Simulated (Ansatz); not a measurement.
The cluster Ca4⁺. The state is a doublet with charge 1. Geometry r2SCAN/def2-TZVP.

```xyz
4

Ca    1.7573   -0.0093   -1.4259
Ca    0.0783    2.0594    1.0228
Ca   -0.0123   -1.5551    1.7130
Ca   -1.8233   -0.4949   -1.3098
```

The 6-31G sets use Cartesian d functions. B3LYP takes the VWN-RPA correlation. HSE06 is defined as in plane-wave codes, on full-range PBE exchange. At r2SCAN/def2-TZVP the charge 1 doublet is spin-contaminated (final ⟨S²⟩ up to 1.09, 0.75 for a pure state). The structure comes from a short search, and lower isomers may exist.

(1) Estimate the α-spin orbital energies around the gap (eV) in Ansatz with revPBE/def2-TZVP, r2SCAN/def2-TZVP, B3LYP/6-31G, PBE0/def2-TZVP, HSE06/def2-TZVP.

Answers

(1) 
```tsv
orbital	revPBE/def2-TZVP	r2SCAN/def2-TZVP	B3LYP/6-31G	PBE0/def2-TZVP	HSE06/def2-TZVP
HOMO−5	-30.57	-31.45	-32.74	-33.17	-32.76
HOMO−4	-30.55	-31.45	-32.74	-33.17	-32.76
HOMO−3	-8.45	-8.64	-9.34	-9.53	-9.12
HOMO−2	-6.74	-6.93	-7.20	-7.37	-7.03
HOMO−1	-6.60	-6.65	-7.15	-7.18	-6.86
HOMO	-6.59	-6.65	-7.13	-7.16	-6.85
LUMO	-5.62	-5.47	-5.09	-4.99	-5.34
LUMO+1	-5.20	-5.17	-4.60	-4.58	-4.92
LUMO+2	-5.18	-5.11	-4.56	-4.56	-4.90
LUMO+3	-5.17	-5.01	-4.56	-4.55	-4.90
LUMO+4	-5.14	-5.00	-4.48	-4.53	-4.88
LUMO+5	-5.08	-4.91	-4.47	-4.43	-4.78
β HOMO	-6.55	-6.60	-7.11	-7.13	-6.80
β LUMO	-6.03	-5.79	-5.90	-5.63	-5.98
```
